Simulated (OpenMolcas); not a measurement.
# neutral nitrogen: thermal populations, worked from levels

```yaml
Program: OpenMolcas
Basis: ANO-L-VTZP [4s3p2d1f]
Scalar_Hamiltonian: non-relativistic, point nucleus
Active_space: 3 electrons in 3 orbitals (2p)
State_averaging: 2S+1 = 4 odd, 1 root; 2S+1 = 2 odd, 8 roots
Spin-orbit_coupling: state interaction with AMFI integrals over the reference wave functions, term energies averaged over their components
```

Methods: CASSCF; SS-CASPT2, IPEA 0.25 Eh, imaginary shift 0.1 Eh (closed shells correlated: 1s 2s). Measured levels: NIST Handbook of Basic Atomic Spectroscopic Data.

**Thermal populations.** Z = Σ (2J + 1) exp(-E/kT) with k = 0.695035 cm-1/K, over the levels below. No other level of either list lies under 83200 cm-1, which is above 7 kT at each temperature.

```csv
Level,2J + 1,SS-CASPT2,measured
2s2 2p3 4S* 3/2,4,0.0,0.0
2s2 2p3 2D* 3/2,4,19910,19233
2s2 2p3 2D* 5/2,6,19910,19224
2s2 2p3 2P* 1/2,2,31690,28839
2s2 2p3 2P* 3/2,4,31690,28839
```

| T (K) | Z, SS-CASPT2 | Z, measured levels | Ground level (%), SS-CASPT2 | Ground level (%), measured levels |
| --- | --- | --- | --- | --- |
| 8000 | 4.299 | 4.348 | 93.1 | 92.0 |
| 12000 | 5.053 | 5.186 | 79.2 | 77.1 |

At 12000 K, kT = 8340 cm-1, and the computed levels give Z = 4.000 + 0.368 + 0.551 + 0.045 + 0.090 = 5.053.

Term energies are means over components that CASPT2 splits; among the terms shown or strongly mixed into the levels shown the widest spread is 130 cm-1 (2s2 2p3 2D*, SS-CASPT2). With the s shell closed, the reference lacks s² → p² mixing. Without dynamic correlation excited terms often stand tens of per cent too high (terms of higher spin than the ground term too low), and those without a measured partner can miss by more than the paired ones (holds for CASSCF). Measured partners are found by configuration, term and J. A level has none where our copy of the source lacks it or the pairing is in doubt (some pairs that miss far off the trend of their configuration count as doubtful), and it then counts in no deviation. Only configurations of the active space appear.

* marks odd parity.
